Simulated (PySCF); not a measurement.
CH4F2SSi (SMILES CS[SiH](F)F), singlet, at a GFN2-xTB geometry, atoms displaced at random by about 0.08 Å a coordinate; R2SCAN/6-31G, gradient by finite differences run with PySCF.

PySCF was given this input:
```python
from pyscf import gto, scf, dft

mol = gto.M(
    atom='''
Si    0.670262    0.286576    0.269283
F     0.544116    1.330160   -0.829763
F     2.036087   -0.567995   -0.129777
S    -0.875247   -0.884201    0.122208
C    -2.225138    0.329861   -0.126967
H     1.032478    1.141525    1.472997
H    -3.197539   -0.186456   -0.132664
H    -2.281322    0.956631    0.746073
H    -2.060053    0.914805   -1.031012
''',
    basis='6-31g',
    charge=0,
    spin=0,
    verbose=4,
)

mf = dft.RKS(mol)
mf.xc = 'r2scan'
mf.conv_tol = 1e-11
mf.kernel()
scan, done = mf.as_scanner(), []
scan.scf_summary = {}
def energy(d):
    c = mol.atom_coords()
    c[6, 1] += d
    e = scan(mol.set_geom_(c, unit='Bohr', inplace=False))
    done.append(scan.converged)
    return e
h = 1e-4
fd = (energy(h) - energy(-h)) / (2 * h)
print('dE/dx =', fd)
```

The log (banner, timings and long lists left out):

```
PySCF version 2.14.0

[INPUT] verbose = 4
[INPUT] num. atoms = 9
[INPUT] num. electrons = 58
[INPUT] charge = 0
[INPUT] spin (= nelec alpha-beta = 2S) = 0
[INPUT] symmetry False subgroup None
[INPUT] Mole.unit = angstrom
[INPUT] Symbol           X                Y                Z      unit          X                Y                Z       unit  Magmom
[INPUT]  1 Si     0.670262000000   0.286576000000   0.269283000000 AA    1.266611611703   0.541550153873   0.508871120001 Bohr   0.0
[INPUT]  2 F      0.544116000000   1.330160000000  -0.829763000000 AA    1.028230219994   2.513638101851  -1.568024818297 Bohr   0.0
[INPUT]  3 F      2.036087000000  -0.567995000000  -0.129777000000 AA    3.847646795787  -1.073354990122  -0.245242987268 Bohr   0.0
[INPUT]  4 S     -0.875247000000  -0.884201000000   0.122208000000 AA   -1.653977121347  -1.670897729067   0.230939650231 Bohr   0.0
[INPUT]  5 C     -2.225138000000   0.329861000000  -0.126967000000 AA   -4.204901409362   0.623346949175  -0.239932856858 Bohr   0.0
[INPUT]  6 H      1.032478000000   1.141525000000   1.472997000000 AA    1.951100649639   2.157169614344   2.783560912306 Bohr   0.0
[INPUT]  7 H     -3.197539000000  -0.186456000000  -0.132664000000 AA   -6.042472982616  -0.352350774282  -0.250698626589 Bohr   0.0
[INPUT]  8 H     -2.281322000000   0.956631000000   0.746073000000 AA   -4.311073781945   1.807770592269   1.409873638933 Bohr   0.0
[INPUT]  9 H     -2.060053000000   0.914805000000  -1.031012000000 AA   -3.892935972089   1.728730907383  -1.948330311140 Bohr   0.0

nuclear repulsion = 321.119828047605
number of shells = 37
number of NR pGTOs = 174
number of NR cGTOs = 61
basis = 6-31g
ecp = {}

******** <class 'pyscf.dft.rks.RKS'> ********
method = RKS
initial guess = minao
damping factor = 0
level_shift factor = 0
DIIS = <class 'pyscf.scf.diis.CDIIS'>
diis_start_cycle = 1
diis_space = 8
diis_damp = 0
SCF conv_tol = 1e-11
SCF conv_tol_grad = None
SCF max_cycles = 50
direct_scf = True
direct_scf_tol = 1e-13
XC library pyscf.dft.libxc version 7.1.2
    S. Lehtola, C. Steigemann, M. J. T. Oliveira, and M. A. L. Marques,  SoftwareX 7, 1–5 (2018)
XC functionals = r2scan
    J. W. Furness, A. D. Kaplan, J. Ning, J. P. Perdew, and J. Sun,  J. Phys. Chem. Lett. 11, 8208–8215 (2020)
    J. W. Furness, A. D. Kaplan, J. Ning, J. P. Perdew, and J. Sun,  J. Phys. Chem. Lett. 11, 9248–9248 (2020)
    J. W. Furness, A. D. Kaplan, J. Ning, J. P. Perdew, and J. Sun,  J. Phys. Chem. Lett. 11, 8208–8215 (2020)
    J. W. Furness, A. D. Kaplan, J. Ning, J. P. Perdew, and J. Sun,  J. Phys. Chem. Lett. 11, 9248–9248 (2020)
radial grids:
    Treutler-Ahlrichs [JCP 102, 346 (1995); DOI:10.1063/1.469408] (M4) radial grids

becke partition: Becke, JCP 88, 2547 (1988); DOI:10.1063/1.454033
pruning grids: <function nwchem_prune>
grids dens level: 3
symmetrized grids: False
atomic radii adjust function: <function treutler_atomic_radii_adjust>
small_rho_cutoff = 0
Set gradient conv threshold to 3.16228e-06
Initial guess from minao.
tot grids = 119936
init E= -928.236589686024
  HOMO = -0.29407069602685  LUMO = -0.0553635759320275  gap/eV = 6.49555
cycle= 1 E= -927.505486971306  delta_E= 0.731  |g|= 0.83  |ddm|= 2.86
  HOMO = -0.218018068369636  LUMO = -0.017732441411682  gap/eV = 5.45005
cycle= 2 E= -927.229256250819  delta_E= 0.276  |g|= 1.53  |ddm|= 2.45
  HOMO = -0.249871025384302  LUMO = -0.0364346172913752  gap/eV = 5.80790
cycle= 3 E= -927.634502046369  delta_E= -0.405  |g|= 0.14  |ddm|= 1.68
  HOMO = -0.264334811609774  LUMO = -0.0392695233134126  gap/eV = 6.12434
cycle= 4 E= -927.638922852137  delta_E= -0.00442  |g|= 0.0523  |ddm|= 0.229
  HOMO = -0.263079521967224  LUMO = -0.0379207452647876  gap/eV = 6.12688
cycle= 5 E= -927.639376582428  delta_E= -0.000454  |g|= 0.0174  |ddm|= 0.0592
  HOMO = -0.261485340065617  LUMO = -0.0376197988222116  gap/eV = 6.09169
cycle= 6 E= -927.63944798112  delta_E= -7.14e-05  |g|= 0.00336  |ddm|= 0.0249
  HOMO = -0.261840010403232  LUMO = -0.0378709499196304  gap/eV = 6.09451
cycle= 7 E= -927.639451179386  delta_E= -3.2e-06  |g|= 0.000745  |ddm|= 0.00583
  HOMO = -0.261757816989844  LUMO = -0.0377824086567649  gap/eV = 6.09468
cycle= 8 E= -927.639451325505  delta_E= -1.46e-07  |g|= 0.000192  |ddm|= 0.00104
  HOMO = -0.261745333429498  LUMO = -0.0377911217514106  gap/eV = 6.09410
cycle= 9 E= -927.639451334444  delta_E= -8.94e-09  |g|= 5.45e-05  |ddm|= 0.000268
  HOMO = -0.261753107050199  LUMO = -0.0377944621715414  gap/eV = 6.09423
cycle= 10 E= -927.639451335438  delta_E= -9.94e-10  |g|= 1e-05  |ddm|= 0.000111
  HOMO = -0.261753038936915  LUMO = -0.0377941522786267  gap/eV = 6.09423
cycle= 11 E= -927.639451335475  delta_E= -3.64e-11  |g|= 9.94e-07  |ddm|= 2.29e-05
  HOMO = -0.261753102000013  LUMO = -0.0377942047966087  gap/eV = 6.09423
cycle= 12 E= -927.639451335476  delta_E= -1.82e-12  |g|= 9.21e-08  |ddm|= 1.79e-06
  HOMO = -0.261753090060468  LUMO = -0.0377942005619027  gap/eV = 6.09423
Extra cycle  E= -927.639451335482  delta_E= -5.23e-12  |g|= 1.44e-07  |ddm|= 3.38e-07
converged SCF energy = -927.639451335482
Create scanner for <class 'pyscf.dft.rks.RKS'>

WARN: Mole.unit (angstrom) is changed to Bohr

New geometry
   1 Si     0.670262000000   0.286576000000   0.269283000000 AA    1.266611611703   0.541550153873   0.508871120001 Bohr
   2 F      0.544116000000   1.330160000000  -0.829763000000 AA    1.028230219994   2.513638101851  -1.568024818297 Bohr
   3 F      2.036087000000  -0.567995000000  -0.129777000000 AA    3.847646795787  -1.073354990122  -0.245242987268 Bohr
   4 S     -0.875247000000  -0.884201000000   0.122208000000 AA   -1.653977121347  -1.670897729067   0.230939650231 Bohr
   5 C     -2.225138000000   0.329861000000  -0.126967000000 AA   -4.204901409362   0.623346949175  -0.239932856858 Bohr
   6 H      1.032478000000   1.141525000000   1.472997000000 AA    1.951100649639   2.157169614344   2.783560912306 Bohr
   7 H     -3.197539000000  -0.186403082279  -0.132664000000 AA   -6.042472982616  -0.352250774282  -0.250698626589 Bohr
   8 H     -2.281322000000   0.956631000000   0.746073000000 AA   -4.311073781945   1.807770592269   1.409873638933 Bohr
   9 H     -2.060053000000   0.914805000000  -1.031012000000 AA   -3.892935972089   1.728730907383  -1.948330311140 Bohr

******** <class 'pyscf.scf.hf.RKS_Scanner'> ********
method = RKS_Scanner
initial guess = minao
damping factor = 0
level_shift factor = 0
DIIS = <class 'pyscf.scf.diis.CDIIS'>
diis_start_cycle = 1
diis_space = 8
diis_damp = 0
SCF conv_tol = 1e-11
SCF conv_tol_grad = None
SCF max_cycles = 50
direct_scf = True
direct_scf_tol = 1e-13
XC library pyscf.dft.libxc version 7.1.2
    S. Lehtola, C. Steigemann, M. J. T. Oliveira, and M. A. L. Marques,  SoftwareX 7, 1–5 (2018)
XC functionals = r2scan
    J. W. Furness, A. D. Kaplan, J. Ning, J. P. Perdew, and J. Sun,  J. Phys. Chem. Lett. 11, 8208–8215 (2020)
    J. W. Furness, A. D. Kaplan, J. Ning, J. P. Perdew, and J. Sun,  J. Phys. Chem. Lett. 11, 9248–9248 (2020)
    J. W. Furness, A. D. Kaplan, J. Ning, J. P. Perdew, and J. Sun,  J. Phys. Chem. Lett. 11, 8208–8215 (2020)
    J. W. Furness, A. D. Kaplan, J. Ning, J. P. Perdew, and J. Sun,  J. Phys. Chem. Lett. 11, 9248–9248 (2020)
radial grids:
    Treutler-Ahlrichs [JCP 102, 346 (1995); DOI:10.1063/1.469408] (M4) radial grids

becke partition: Becke, JCP 88, 2547 (1988); DOI:10.1063/1.454033
pruning grids: <function nwchem_prune>
grids dens level: 3
symmetrized grids: False
atomic radii adjust function: <function treutler_atomic_radii_adjust>
small_rho_cutoff = 0
Set gradient conv threshold to 3.16228e-06
tot grids = 119936
init E= -927.639458108142
  HOMO = -0.261750735511651  LUMO = -0.0377927319504898  gap/eV = 6.09421
cycle= 1 E= -927.639450983076  delta_E= 7.13e-06  |g|= 7.07e-06  |ddm|= 4.4e-05
  HOMO = -0.261753905453347  LUMO = -0.0377948255664715  gap/eV = 6.09424
cycle= 2 E= -927.639450983086  delta_E= -1e-11  |g|= 6.37e-06  |ddm|= 2.6e-05
  HOMO = -0.261752906458953  LUMO = -0.0377946248443199  gap/eV = 6.09422
cycle= 3 E= -927.639450983097  delta_E= -1.09e-11  |g|= 1.99e-06  |ddm|= 1.39e-05
  HOMO = -0.261753090234851  LUMO = -0.0377946589647629  gap/eV = 6.09422
cycle= 4 E= -927.639450983097  delta_E= 2.27e-13  |g|= 4.81e-07  |ddm|= 2.57e-06
  HOMO = -0.261753135177924  LUMO = -0.0377946634695554  gap/eV = 6.09422
Extra cycle  E= -927.639450983099  delta_E= -2.27e-12  |g|= 7.43e-07  |ddm|= 1.31e-06
converged SCF energy = -927.639450983099

WARN: Mole.unit (angstrom) is changed to Bohr

New geometry
   1 Si     0.670262000000   0.286576000000   0.269283000000 AA    1.266611611703   0.541550153873   0.508871120001 Bohr
   2 F      0.544116000000   1.330160000000  -0.829763000000 AA    1.028230219994   2.513638101851  -1.568024818297 Bohr
   3 F      2.036087000000  -0.567995000000  -0.129777000000 AA    3.847646795787  -1.073354990122  -0.245242987268 Bohr
   4 S     -0.875247000000  -0.884201000000   0.122208000000 AA   -1.653977121347  -1.670897729067   0.230939650231 Bohr
   5 C     -2.225138000000   0.329861000000  -0.126967000000 AA   -4.204901409362   0.623346949175  -0.239932856858 Bohr
   6 H      1.032478000000   1.141525000000   1.472997000000 AA    1.951100649639   2.157169614344   2.783560912306 Bohr
   7 H     -3.197539000000  -0.186508917721  -0.132664000000 AA   -6.042472982616  -0.352450774282  -0.250698626589 Bohr
   8 H     -2.281322000000   0.956631000000   0.746073000000 AA   -4.311073781945   1.807770592269   1.409873638933 Bohr
   9 H     -2.060053000000   0.914805000000  -1.031012000000 AA   -3.892935972089   1.728730907383  -1.948330311140 Bohr

******** <class 'pyscf.scf.hf.RKS_Scanner'> ********
method = RKS_Scanner
initial guess = minao
damping factor = 0
level_shift factor = 0
DIIS = <class 'pyscf.scf.diis.CDIIS'>
diis_start_cycle = 1
diis_space = 8
diis_damp = 0
SCF conv_tol = 1e-11
SCF conv_tol_grad = None
SCF max_cycles = 50
direct_scf = True
direct_scf_tol = 1e-13
XC library pyscf.dft.libxc version 7.1.2
    S. Lehtola, C. Steigemann, M. J. T. Oliveira, and M. A. L. Marques,  SoftwareX 7, 1–5 (2018)
XC functionals = r2scan
    J. W. Furness, A. D. Kaplan, J. Ning, J. P. Perdew, and J. Sun,  J. Phys. Chem. Lett. 11, 8208–8215 (2020)
    J. W. Furness, A. D. Kaplan, J. Ning, J. P. Perdew, and J. Sun,  J. Phys. Chem. Lett. 11, 9248–9248 (2020)
    J. W. Furness, A. D. Kaplan, J. Ning, J. P. Perdew, and J. Sun,  J. Phys. Chem. Lett. 11, 8208–8215 (2020)
    J. W. Furness, A. D. Kaplan, J. Ning, J. P. Perdew, and J. Sun,  J. Phys. Chem. Lett. 11, 9248–9248 (2020)
radial grids:
    Treutler-Ahlrichs [JCP 102, 346 (1995); DOI:10.1063/1.469408] (M4) radial grids

becke partition: Becke, JCP 88, 2547 (1988); DOI:10.1063/1.454033
pruning grids: <function nwchem_prune>
grids dens level: 3
symmetrized grids: False
atomic radii adjust function: <function treutler_atomic_radii_adjust>
small_rho_cutoff = 0
Set gradient conv threshold to 3.16228e-06
tot grids = 119936
init E= -927.639437435251
  HOMO = -0.261757789165283  LUMO = -0.0377975704215334  gap/eV = 6.09427
cycle= 1 E= -927.639451686537  delta_E= -1.43e-05  |g|= 1.42e-05  |ddm|= 8.79e-05
  HOMO = -0.261751514820519  LUMO = -0.0377934321049571  gap/eV = 6.09421
cycle= 2 E= -927.639451686553  delta_E= -1.59e-11  |g|= 1.32e-05  |ddm|= 5.15e-05
  HOMO = -0.261753444600337  LUMO = -0.0377937921141687  gap/eV = 6.09425
cycle= 3 E= -927.639451686615  delta_E= -6.21e-11  |g|= 4.19e-06  |ddm|= 2.74e-05
  HOMO = -0.26175312521553  LUMO = -0.0377937381476716  gap/eV = 6.09425
cycle= 4 E= -927.639451686612  delta_E= 2.5e-12  |g|= 9.49e-07  |ddm|= 5.03e-06
  HOMO = -0.261753002437427  LUMO = -0.0377937247547018  gap/eV = 6.09424
Extra cycle  E= -927.639451686615  delta_E= -2.27e-12  |g|= 1.43e-06  |ddm|= 2.78e-06
converged SCF energy = -927.639451686615
dE/dx = 0.003517578193168447
```
